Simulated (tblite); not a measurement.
Record of a relaxation.

Compound: C3H14BN3Si2.
Atom-mapped SMILES: `[NH2:1][B:2]([NH:3][CH:4]1[CH2:5][CH2:6]1)[SiH2:7][NH:8][SiH3:9]` (hydrogens: H10, H11 on N1; H12 on N3; H13 on C4; H14, H15 on C5; H16, H17 on C6; H18, H19 on Si7; H20 on N8; H21, H22, H23 on Si9)

Computed with GFN2-xTB (tblite), gas phase: L-BFGS steps from a force-field or distance-geometry start until the largest atomic force falls under 0.01 eV/Å. 8 of its 228 geometries are shown.

Step 0: E = -734.3823 eV, largest atomic force 2.948 eV/Å
```
atom  x, y, z in Å  |  force x, y, z in eV/Å
N1     -0.576   -1.620   -1.316    1.764  -0.060   0.639
B2     -0.080   -0.630   -0.282   -1.193  -0.638   1.129
N3     -1.081   -0.192    0.788    0.233  -2.440  -1.638
C4     -2.382   -0.273    0.103   -0.128   0.868   0.777
C5     -3.629    0.085    0.862   -0.360   0.199  -0.360
C6     -3.022    1.072   -0.139   -0.122  -0.238   0.240
Si7     1.832   -0.502   -0.025   -0.427   1.100  -0.081
N8      2.428    1.169    0.190    0.977  -0.576  -1.102
Si9     4.153    1.158   -0.324   -0.752   0.143   0.176
H10    -0.564   -2.567   -0.836   -0.156   1.486  -1.196
H11     0.105   -1.594   -2.111   -0.888  -0.638   0.890
H12    -1.056   -0.918    1.547    0.060   1.254  -0.621
H13    -2.434   -0.954   -0.752   -0.212   0.025   0.628
H14    -4.551   -0.452    0.558    0.657   0.503   0.368
H15    -3.588    0.364    1.938    0.087  -0.382  -1.042
H16    -2.483    1.920    0.328   -0.635  -0.522  -0.702
H17    -3.487    1.186   -1.139    0.277   0.313   1.038
H18     2.269   -1.408    1.056    0.215   0.205  -0.004
H19     2.449   -1.003   -1.264    0.178  -0.376  -0.131
H20     1.893    1.857   -0.366    0.353  -0.580   0.739
H21     4.208    1.591   -1.734    0.083   0.027   0.190
H22     4.989    1.978    0.549   -0.172   0.062   0.005
H23     4.602   -0.241   -0.263    0.161   0.263   0.058
```

Step 32: E = -736.7704 eV, largest atomic force 0.326 eV/Å
```
atom  x, y, z in Å  |  force x, y, z in eV/Å
N1     -0.371   -1.724   -1.415   -0.250  -0.149  -0.147
B2     -0.059   -0.930   -0.299    0.027  -0.057  -0.071
N3     -1.127   -0.412    0.464   -0.013  -0.045   0.078
C4     -2.494   -0.348    0.062   -0.023   0.123  -0.015
C5     -3.596    0.068    0.984   -0.059   0.148  -0.004
C6     -3.105    1.021   -0.075   -0.146   0.048   0.030
Si7     1.868   -0.738    0.000   -0.058   0.129   0.026
N8      2.568    0.869   -0.086    0.058   0.036   0.024
Si9     4.223    1.276   -0.373    0.105  -0.052   0.007
H10    -1.310   -1.921   -1.734    0.269  -0.045   0.025
H11     0.331   -2.255   -1.899   -0.067   0.099  -0.097
H12    -0.959    0.138    1.292    0.073   0.045  -0.030
H13    -2.777   -1.109   -0.657    0.129   0.123  -0.042
H14    -4.561   -0.384    0.807    0.021  -0.020   0.122
H15    -3.409    0.305    2.019    0.116  -0.047   0.032
H16    -2.492    1.850    0.256   -0.059  -0.053  -0.036
H17    -3.752    1.272   -0.899   -0.020  -0.069  -0.067
H18     2.365   -1.345    1.258    0.097  -0.022   0.013
H19     2.595   -1.422   -1.099    0.062  -0.075   0.114
H20     1.979    1.667    0.094   -0.088  -0.163  -0.012
H21     4.432    1.812   -1.733   -0.084  -0.011   0.093
H22     4.640    2.285    0.612   -0.053  -0.006  -0.047
H23     5.008    0.053   -0.211   -0.034   0.062   0.003
```

Step 65: E = -736.9377 eV, largest atomic force 0.040 eV/Å
```
atom  x, y, z in Å  |  force x, y, z in eV/Å
N1     -0.380   -1.780   -1.565    0.023  -0.023   0.003
B2     -0.019   -0.974   -0.472    0.023   0.011  -0.022
N3     -1.011   -0.227    0.199    0.002  -0.017   0.028
C4     -2.416   -0.218   -0.027   -0.006   0.013  -0.029
C5     -3.367    0.100    1.088    0.005   0.021   0.003
C6     -3.184    1.075   -0.045   -0.010  -0.007   0.022
Si7     1.864   -0.933    0.073   -0.003  -0.006   0.030
N8      2.493    0.697   -0.008    0.000   0.019  -0.005
Si9     4.084    1.297   -0.289    0.018   0.017  -0.012
H10    -1.306   -1.865   -1.943   -0.025  -0.016  -0.027
H11     0.297   -2.321   -2.071   -0.011  -0.021  -0.013
H12    -0.748    0.391    0.952    0.013  -0.033   0.004
H13    -2.725   -0.985   -0.724   -0.024   0.007  -0.022
H14    -4.295   -0.449    1.152    0.014   0.011   0.001
H15    -2.948    0.357    2.049   -0.015   0.026   0.013
H16    -2.642    1.986    0.160   -0.020  -0.016  -0.006
H17    -3.987    1.196   -0.757    0.026   0.000   0.030
H18     2.185   -1.422    1.439   -0.015   0.011   0.002
H19     2.767   -1.734   -0.783    0.022   0.006  -0.016
H20     1.792    1.419    0.040   -0.019  -0.003  -0.009
H21     4.188    1.842   -1.653    0.009  -0.001   0.000
H22     4.339    2.383    0.667    0.007  -0.005   0.006
H23     5.016    0.191   -0.113   -0.012   0.005   0.020
```

Step 97: E = -736.9505 eV, largest atomic force 0.064 eV/Å
```
atom  x, y, z in Å  |  force x, y, z in eV/Å
N1     -0.421   -1.849   -1.611    0.008  -0.003  -0.010
B2     -0.023   -1.043   -0.532    0.015  -0.008   0.008
N3     -0.992   -0.299    0.176   -0.002   0.008  -0.020
C4     -2.398   -0.225   -0.026    0.000   0.016   0.003
C5     -3.304    0.126    1.117   -0.004  -0.013  -0.007
C6     -3.103    1.103   -0.010   -0.011   0.008   0.023
Si7     1.855   -0.942    0.024    0.019   0.033  -0.052
N8      2.427    0.707   -0.135    0.000  -0.017   0.013
Si9     4.029    1.338   -0.231   -0.023  -0.023   0.031
H10    -1.365   -1.921   -1.949    0.000  -0.024  -0.015
H11     0.221   -2.407   -2.144    0.019   0.016   0.017
H12    -0.691    0.291    0.937   -0.012   0.000   0.002
H13    -2.758   -0.959   -0.736   -0.004  -0.001   0.038
H14    -4.256   -0.376    1.202    0.002   0.002  -0.001
H15    -2.847    0.353    2.069   -0.022   0.007  -0.021
H16    -2.518    1.987    0.192    0.004   0.007  -0.005
H17    -3.916    1.266   -0.702    0.000   0.011   0.014
H18     2.133   -1.329    1.431    0.011  -0.012   0.002
H19     2.824   -1.745   -0.755   -0.016  -0.002   0.009
H20     1.705    1.408   -0.192    0.009  -0.048  -0.025
H21     4.289    1.860   -1.581   -0.003   0.019  -0.008
H22     4.155    2.430    0.743    0.010   0.031  -0.004
H23     4.949    0.252    0.081    0.000  -0.007   0.006
```

Step 130: E = -736.9656 eV, largest atomic force 0.021 eV/Å
```
atom  x, y, z in Å  |  force x, y, z in eV/Å
N1     -0.467   -1.938   -1.621   -0.002   0.002   0.006
B2     -0.030   -1.121   -0.563   -0.001   0.001   0.006
N3     -0.955   -0.337    0.158   -0.004   0.001  -0.003
C4     -2.361   -0.194   -0.008    0.001   0.001  -0.003
C5     -3.229    0.171    1.160    0.002  -0.001   0.003
C6     -2.997    1.168    0.058    0.000  -0.007  -0.007
Si7     1.870   -1.020   -0.089    0.002   0.002  -0.016
N8      2.383    0.633   -0.352   -0.009   0.013  -0.008
Si9     3.895    1.418   -0.085    0.001   0.000   0.011
H10    -1.418   -2.018   -1.936   -0.002  -0.003   0.009
H11     0.163   -2.510   -2.153    0.000  -0.004   0.001
H12    -0.609    0.249    0.903    0.009  -0.002  -0.010
H13    -2.770   -0.894   -0.724   -0.001   0.007  -0.002
H14    -4.204   -0.284    1.247    0.001  -0.002  -0.002
H15    -2.749    0.352    2.110    0.002   0.002   0.005
H16    -2.360    2.014    0.271   -0.007  -0.007  -0.002
H17    -3.812    1.395   -0.612   -0.003   0.005   0.003
H18     2.235   -1.302    1.319    0.001  -0.005  -0.006
H19     2.796   -1.883   -0.864   -0.004  -0.003   0.003
H20     1.702    1.209   -0.823    0.012  -0.009   0.014
H21     4.417    1.935   -1.357    0.006   0.005  -0.004
H22     3.688    2.546    0.835    0.004   0.009   0.000
H23     4.805    0.437    0.493   -0.008  -0.006   0.003
```

Step 162: E = -736.9754 eV, largest atomic force 0.200 eV/Å
```
atom  x, y, z in Å  |  force x, y, z in eV/Å
N1     -0.595   -2.172   -1.460   -0.129   0.106   0.111
B2     -0.047   -1.123   -0.693   -0.030  -0.056   0.007
N3     -0.889   -0.182   -0.062    0.006   0.044   0.021
C4     -2.309   -0.097   -0.075   -0.036  -0.009   0.017
C5     -3.096    0.155    1.185    0.019  -0.022  -0.030
C6     -3.013    1.213    0.118    0.000   0.006   0.011
Si7     1.887   -1.003   -0.399    0.067   0.021   0.018
N8      2.400    0.674   -0.426   -0.050   0.037  -0.033
Si9     3.827    1.461    0.147    0.011  -0.015  -0.015
H10    -1.581   -2.362   -1.558    0.139   0.059  -0.011
H11    -0.028   -2.854   -1.925    0.051  -0.033  -0.011
H12    -0.468    0.534    0.516   -0.051  -0.083  -0.068
H13    -2.752   -0.777   -0.789   -0.014  -0.033  -0.017
H14    -4.030   -0.371    1.313    0.034   0.039   0.035
H15    -2.558    0.327    2.106    0.003  -0.034  -0.046
H16    -2.415    2.087    0.323    0.019   0.023   0.014
H17    -3.895    1.420   -0.469    0.001   0.012  -0.019
H18     2.345   -1.476    0.929    0.011   0.018  -0.023
H19     2.754   -1.772   -1.331   -0.005   0.027  -0.017
H20     1.836    1.263   -1.024    0.046  -0.076   0.070
H21     4.735    1.822   -0.958   -0.054  -0.046   0.057
H22     3.393    2.699    0.814    0.018  -0.021  -0.015
H23     4.492    0.560    1.086   -0.054   0.033  -0.058
```

Step 195: E = -736.9990 eV, largest atomic force 0.030 eV/Å
```
atom  x, y, z in Å  |  force x, y, z in eV/Å
N1     -0.597   -2.288   -1.235   -0.011  -0.005  -0.009
B2     -0.054   -1.109   -0.696    0.028   0.010   0.002
N3     -0.906   -0.089   -0.224    0.010  -0.018  -0.004
C4     -2.327   -0.060   -0.167    0.004  -0.010  -0.001
C5     -3.041    0.119    1.147   -0.008   0.012   0.006
C6     -3.053    1.219    0.119   -0.004  -0.001   0.005
Si7     1.891   -0.917   -0.569    0.000  -0.006   0.009
N8      2.327    0.758   -0.300    0.006   0.012   0.001
Si9     3.828    1.406    0.251   -0.010   0.000  -0.007
H10    -1.578   -2.497   -1.291   -0.018   0.004   0.003
H11    -0.025   -3.029   -1.596    0.005   0.000  -0.003
H12    -0.489    0.709    0.232    0.004   0.009   0.014
H13    -2.784   -0.732   -0.883    0.000  -0.001  -0.008
H14    -3.949   -0.434    1.327   -0.009   0.012  -0.006
H15    -2.438    0.266    2.030    0.002   0.001  -0.007
H16    -2.467    2.103    0.325    0.005  -0.011  -0.005
H17    -3.971    1.423   -0.409    0.001   0.001   0.012
H18     2.540   -1.599    0.571    0.001  -0.012  -0.008
H19     2.667   -1.426   -1.732    0.005   0.014   0.005
H20     1.749    1.420   -0.795    0.003  -0.014   0.011
H21     4.850    1.471   -0.802   -0.008   0.001   0.001
H22     3.534    2.763    0.728   -0.009   0.007  -0.020
H23     4.288    0.550    1.339    0.003  -0.005   0.009
```

Step 227: E = -737.0051 eV, largest atomic force 0.008 eV/Å
```
atom  x, y, z in Å  |  force x, y, z in eV/Å
N1     -0.596   -2.279   -1.326   -0.003  -0.005  -0.004
B2     -0.042   -1.160   -0.681    0.000   0.002  -0.003
N3     -0.884   -0.167   -0.138   -0.001  -0.003  -0.001
C4     -2.304   -0.079   -0.135    0.004  -0.005   0.004
C5     -3.053    0.152    1.150    0.003  -0.006  -0.002
C6     -2.974    1.239    0.113    0.002  -0.001  -0.003
Si7     1.902   -0.966   -0.523   -0.007   0.003   0.003
N8      2.276    0.721   -0.236   -0.002   0.008   0.000
Si9     3.778    1.440    0.218   -0.005   0.002  -0.004
H10    -1.580   -2.467   -1.409    0.004   0.006   0.000
H11    -0.032   -2.997   -1.743    0.001  -0.001   0.000
H12    -0.459    0.583    0.386    0.005   0.002   0.000
H13    -2.765   -0.736   -0.862    0.004   0.001   0.003
H14    -3.996   -0.350    1.302   -0.003   0.001   0.001
H15    -2.475    0.278    2.054   -0.003   0.002   0.002
H16    -2.349    2.093    0.329    0.000   0.006  -0.001
H17    -3.864    1.485   -0.446   -0.004   0.000   0.002
H18     2.561   -1.650    0.609    0.002   0.002   0.000
H19     2.703   -1.426   -1.688    0.001  -0.003  -0.003
H20     1.633    1.360   -0.677    0.005  -0.004   0.002
H21     4.765    1.446   -0.870    0.003  -0.002   0.001
H22     3.455    2.823    0.587    0.001  -0.003  -0.001
H23     4.296    0.685    1.355   -0.006  -0.002   0.001
```

**Question.** Summarise the path.

**Answer.** The energy falls by 2.6227 eV from step 0 to step 227; nine tenths of that is first reached at step 30. It rises by more than 0.2 meV at steps 10 and 162. The largest force goes from 2.948 to 0.008 eV/Å. Among the bonds B2–N3 changes most, from 1.529 to 1.410 Å; the atoms move by 1.003 Å rms after alignment.

The cost below is that of the whole relaxation. The run took 2.5 s wall on one thread, Arm Neoverse V1 (aarch64) (shared host).
